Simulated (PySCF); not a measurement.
The multiplicity is imposed and other spin states were not computed.

Cartesian coordinates (Å):
```xyz
9

Cd    -0.0904     0.2224     0.2681
O      0.0998    -1.1787     1.6415
C     -0.9675    -1.9487     2.1098
H     -1.7552    -1.3590     2.6276
H     -0.5841    -2.6761     2.8520
H     -1.4770    -2.5441     1.3208
N     -0.1143     1.5315    -1.2558
H      0.7217     2.1219    -1.2316
H     -0.8972     2.1824    -1.1519
```
Charge 0, spin multiplicity 1.

Q: Predict the HOMO, dipole moment and total energy from PBE-D3(BJ)/def2-TZVP // r2SCAN-D4/def2-SVP run with PySCF.

A: 
```json
{
  "HOMO": "-5.39 eV",
  "dipole_moment": "1.73 D",
  "total_energy": "-338.7165 Ha"
}
```
